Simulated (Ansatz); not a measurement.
Input for Ansatz (a quantum-chemistry and plane-wave program): R-B3LYP/def2-TZVPP on C3H8O (SMILES CCCO).

Ansatz 0.2 input:
```yaml
crystal:
  periodic: [false, false, false]
  atoms:
    - {symbol: C, position_ang: [1.16442098, 0.67235426, -0.11390810]}
    - {symbol: C, position_ang: [0.40559928, -0.55545417, -0.61140160]}
    - {symbol: C, position_ang: [-1.03639353, -0.61504721, -0.12326339]}
    - {symbol: O, position_ang: [-1.84167834, 0.45693129, -0.60618470]}
    - {symbol: H, position_ang: [2.20398056, 0.65646917, -0.44406219]}
    - {symbol: H, position_ang: [1.16380839, 0.72112792, 0.97851334]}
    - {symbol: H, position_ang: [0.72361401, 1.59692171, -0.49433191]}
    - {symbol: H, position_ang: [0.91438835, -1.46440999, -0.27445095]}
    - {symbol: H, position_ang: [0.40648613, -0.57677604, -1.70459420]}
    - {symbol: H, position_ang: [-1.05802601, -0.64667908, 0.97457491]}
    - {symbol: H, position_ang: [-1.51747772, -1.52381254, -0.48696818]}
    - {symbol: H, position_ang: [-1.52872211, 1.27837468, -0.21406065]}
basis:
  gaussian:
    orbitals: def2-TZVPP
hamiltonian:
  xc: {name: B3LYP}
scf: {lower_state_search: off}
```

The head of its log:

```
WARN ansatz: RAYON_NUM_THREADS=2 ignored (pool sized by the plan → 2); use --threads N
Functional definition: B3LYP
these checks for a lower state are left out or cut short: stability, starts, cluster_reference, orbital_swaps, neighbouring_geometries, increment
integrals: 0.13 GiB planned
1163 factors; their error is unknown
mean field: 1.33 GiB planned
mean field evaluation 1: about -5280.0025 eV, gradient 7.2e1 eV
mean field evaluation 2: about -5270.2227 eV, gradient 9.8e1 eV
```

Question: Predict the final total energy.

Answer: -194.4416 hartree.
